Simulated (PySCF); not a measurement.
CaCl₂, charge -1, doublet, geometry from GFN2-xTB (such geometries of metal compounds can be far from the true shape) (a state made from the parent by changing its charge; the spin is typed, not shown lowest) (in this run its highest filled SCF level lies above zero, so its values depend strongly on the basis, on diffuse functions most of all), with bond 3-1 at 2.0 times its length; PySCF with CAMB3LYP/STO-3G.

Here is a job for PySCF.
```python
from pyscf import gto, scf, dft

mol = gto.Mole()
mol.atom = '''
    Ca    0.210410   -0.791224    0.000347
    Cl    1.531022    0.904776   -1.618715
    Cl   -3.767538    0.843375    3.236267
'''
mol.basis = 'sto-3g'
mol.charge = -1
mol.spin = 1
mol.verbose = 4
mol.build()

mf = dft.UKS(mol)
mf.xc = 'camb3lyp'
mf.level_shift = 0.3
mf.max_cycle = 100
mf.kernel()
```

It wrote (shortened):

```
PySCF version 2.14.0

[INPUT] verbose = 4
[INPUT] num. atoms = 3
[INPUT] num. electrons = 55
[INPUT] charge = -1
[INPUT] spin (= nelec alpha-beta = 2S) = 1
[INPUT] symmetry False subgroup None
[INPUT] Mole.unit = angstrom
[INPUT] Symbol           X                Y                Z      unit          X                Y                Z       unit  Magmom
[INPUT]  1 Ca     0.210410000000  -0.791224000000   0.000347000000 AA    0.397617273870  -1.495196663183   0.000655734965 Bohr   0.0
[INPUT]  2 Cl     1.531022000000   0.904776000000  -1.618715000000 AA    2.893212270684   1.709778844079  -3.058928023725 Bohr   0.0
[INPUT]  3 Cl    -3.767538000000   0.843375000000   3.236267000000 AA   -7.119614983892   1.593747770305   6.115658295968 Bohr   0.0

nuclear repulsion = 121.567586167136
number of shells = 17
number of NR pGTOs = 93
number of NR cGTOs = 31
basis = sto-3g
ecp = {}

******** <class 'pyscf.dft.uks.UKS'> ********
method = UKS
initial guess = minao
damping factor = 0
level_shift factor = 0.3
DIIS = <class 'pyscf.scf.diis.CDIIS'>
diis_start_cycle = 1
diis_space = 8
diis_damp = 0
SCF conv_tol = 1e-09
SCF conv_tol_grad = None
SCF max_cycles = 100
direct_scf = True
direct_scf_tol = 1e-13
number electrons alpha = 28  beta = 27
XC library pyscf.dft.libxc version 7.1.2
    S. Lehtola, C. Steigemann, M. J. T. Oliveira, and M. A. L. Marques,  SoftwareX 7, 1–5 (2018)
XC functionals = camb3lyp
    T. Yanai, D. P. Tew, and N. C. Handy,  Chem. Phys. Lett. 393, 51 (2004)
radial grids:
    Treutler-Ahlrichs [JCP 102, 346 (1995); DOI:10.1063/1.469408] (M4) radial grids

becke partition: Becke, JCP 88, 2547 (1988); DOI:10.1063/1.454033
pruning grids: <function nwchem_prune>
grids dens level: 3
symmetrized grids: False
atomic radii adjust function: <function treutler_atomic_radii_adjust>
small_rho_cutoff = 0
Set gradient conv threshold to 3.16228e-05
tot grids = 58184
init E= -1579.75670266396

cycle= 1 E= -1581.00481452862  delta_E= -1.25  |g|= 0.124  |ddm|= 1.48
cycle= 2 E= -1581.03934844286  delta_E= -0.0345  |g|= 0.0573  |ddm|= 0.419
cycle= 3 E= -1581.04763681689  delta_E= -0.00829  |g|= 0.0326  |ddm|= 0.205
cycle= 4 E= -1581.05226057503  delta_E= -0.00462  |g|= 0.0265  |ddm|= 0.16
cycle= 5 E= -1581.05629712621  delta_E= -0.00404  |g|= 0.0273  |ddm|= 0.139
cycle= 6 E= -1581.06056883829  delta_E= -0.00427  |g|= 0.0278  |ddm|= 0.143
cycle= 7 E= -1581.06413761533  delta_E= -0.00357  |g|= 0.026  |ddm|= 0.122
cycle= 8 E= -1581.06724185111  delta_E= -0.0031  |g|= 0.0227  |ddm|= 0.117
cycle= 9 E= -1581.06956465809  delta_E= -0.00232  |g|= 0.0186  |ddm|= 0.105
cycle= 10 E= -1581.07075184388  delta_E= -0.00119  |g|= 0.0157  |ddm|= 0.0695
cycle= 11 E= -1581.07145383683  delta_E= -0.000702  |g|= 0.0131  |ddm|= 0.0475
cycle= 12 E= -1581.0719706799  delta_E= -0.000517  |g|= 0.0102  |ddm|= 0.0424
cycle= 13 E= -1581.07227066586  delta_E= -0.0003  |g|= 0.00799  |ddm|= 0.0313
cycle= 14 E= -1581.07241550748  delta_E= -0.000145  |g|= 0.00673  |ddm|= 0.0192
cycle= 15 E= -1581.07250852976  delta_E= -9.3e-05  |g|= 0.00568  |ddm|= 0.0148
cycle= 16 E= -1581.07257798392  delta_E= -6.95e-05  |g|= 0.00463  |ddm|= 0.0133
cycle= 17 E= -1581.07262624236  delta_E= -4.83e-05  |g|= 0.00368  |ddm|= 0.0115
cycle= 18 E= -1581.07265564811  delta_E= -2.94e-05  |g|= 0.00299  |ddm|= 0.00891
cycle= 19 E= -1581.07267582933  delta_E= -2.02e-05  |g|= 0.00237  |ddm|= 0.00803
cycle= 20 E= -1581.0726882223  delta_E= -1.24e-05  |g|= 0.00192  |ddm|= 0.00634
cycle= 21 E= -1581.07269632929  delta_E= -8.11e-06  |g|= 0.00155  |ddm|= 0.00522
cycle= 22 E= -1581.07270155464  delta_E= -5.23e-06  |g|= 0.00124  |ddm|= 0.0045
cycle= 23 E= -1581.07270490346  delta_E= -3.35e-06  |g|= 0.001  |ddm|= 0.00385
cycle= 24 E= -1581.07270704526  delta_E= -2.14e-06  |g|= 0.000804  |ddm|= 0.00335
cycle= 25 E= -1581.07270840395  delta_E= -1.36e-06  |g|= 0.000645  |ddm|= 0.0029
cycle= 26 E= -1581.07270924975  delta_E= -8.46e-07  |g|= 0.000517  |ddm|= 0.00271
cycle= 27 E= -1581.07270978872  delta_E= -5.39e-07  |g|= 0.000414  |ddm|= 0.00183
cycle= 28 E= -1581.07271012258  delta_E= -3.34e-07  |g|= 0.000332  |ddm|= 0.00145
cycle= 29 E= -1581.07271033373  delta_E= -2.11e-07  |g|= 0.000267  |ddm|= 0.00105
cycle= 30 E= -1581.07271046908  delta_E= -1.35e-07  |g|= 0.000216  |ddm|= 0.000743
cycle= 31 E= -1581.07271055944  delta_E= -9.04e-08  |g|= 0.000175  |ddm|= 0.000534
cycle= 32 E= -1581.07271062295  delta_E= -6.35e-08  |g|= 0.000143  |ddm|= 0.0004
cycle= 33 E= -1581.07271067024  delta_E= -4.73e-08  |g|= 0.000117  |ddm|= 0.000345
cycle= 34 E= -1581.07271071815  delta_E= -4.79e-08  |g|= 9.64e-05  |ddm|= 0.000524
cycle= 35 E= -1581.07271077234  delta_E= -5.42e-08  |g|= 7.97e-05  |ddm|= 0.000858
cycle= 36 E= -1581.07271084078  delta_E= -6.84e-08  |g|= 6.63e-05  |ddm|= 0.00143
cycle= 37 E= -1581.07271086726  delta_E= -2.65e-08  |g|= 5.52e-05  |ddm|= 0.000527
cycle= 38 E= -1581.07271094391  delta_E= -7.66e-08  |g|= 4.7e-05  |ddm|= 0.0022
cycle= 39 E= -1581.0727109882  delta_E= -4.43e-08  |g|= 3.91e-05  |ddm|= 0.00155
cycle= 40 E= -1581.07271101877  delta_E= -3.06e-08  |g|= 3.29e-05  |ddm|= 0.0013
cycle= 41 E= -1581.07271104374  delta_E= -2.5e-08  |g|= 2.79e-05  |ddm|= 0.00134
cycle= 42 E= -1581.07271105946  delta_E= -1.57e-08  |g|= 2.33e-05  |ddm|= 0.00108
cycle= 43 E= -1581.07271107066  delta_E= -1.12e-08  |g|= 1.95e-05  |ddm|= 0.00102
cycle= 44 E= -1581.07271107697  delta_E= -6.32e-09  |g|= 1.57e-05  |ddm|= 0.000778
cycle= 45 E= -1581.07271108097  delta_E= -4e-09  |g|= 1.3e-05  |ddm|= 0.000763
cycle= 46 E= -1581.07271108266  delta_E= -1.69e-09  |g|= 1.02e-05  |ddm|= 0.000534
cycle= 47 E= -1581.07271108329  delta_E= -6.3e-10  |g|= 7.67e-06  |ddm|= 0.000351
Extra cycle  E= -1581.07271108348  delta_E= -1.89e-10  |g|= 4.66e-06  |ddm|= 0.000101
converged SCF energy = -1581.07271108348  <S^2> = 0.75521279  2S+1 = 2.005206
```
